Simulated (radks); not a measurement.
Results of a calculation; reference values are marked as such.
Problem. All-electron atom: Sb2+ in [Kr] 4d8 5s2 5p3 (not the ground configuration). Code: a radial shooting solver on a logarithmic mesh with Libxc functionals. Model: Dirac Kohn-Sham, BLYP, spin-unpolarised, spherical densities, point nucleus; open shells fill j = l - 1/2 first. Some entries of the table are withheld. Estimate them.

| orbital | occ. | eigenvalue (hartree) | <r> (bohr) |
|---|---|---|---|
| 1s1/2 | 2 | -1114.451 | 0.02842 |
| 2s1/2 | 2 | -170.6922 | 0.1222 |
| 2p1/2 | 2 | -159.7854 | (1) |
| 2p3/2 | 4 | -150.5277 | (2) |
| 3s1/2 | 2 | -34.51752 | 0.3302 |
| 3p1/2 | 2 | -30.06178 | 0.3208 |
| 3p3/2 | 4 | -28.35234 | 0.3321 |
| 3d3/2 | 4 | (3) | 0.3031 |
| 3d5/2 | 6 | (4) | 0.3067 |
| 4s1/2 | 2 | -6.68779 | 0.7828 |
| 4p1/2 | 2 | -5.16436 | 0.8202 |
| 4p3/2 | 4 | -4.83652 | 0.8476 |
| 4d3/2 | 4 | (5) | 0.9739 |
| 4d5/2 | 4 | (6) | 0.9848 |
| 5s1/2 | 2 | -1.25347 | 1.957 |
| 5p1/2 | 2 | (7) | 2.247 |
| 5p3/2 | 1 | (8) | 2.324 |

Solution. 
(1) 2p1/2 <r> (bohr): 0.1032
(2) 2p3/2 <r> (bohr): 0.1087
(3) 3d3/2 eigenvalue (hartree): -20.48594
(4) 3d5/2 eigenvalue (hartree): -20.13037
(5) 4d3/2 eigenvalue (hartree): -2.39834
(6) 4d5/2 eigenvalue (hartree): -2.34785
(7) 5p1/2 eigenvalue (hartree): -0.89042
(8) 5p3/2 eigenvalue (hartree): -0.84913
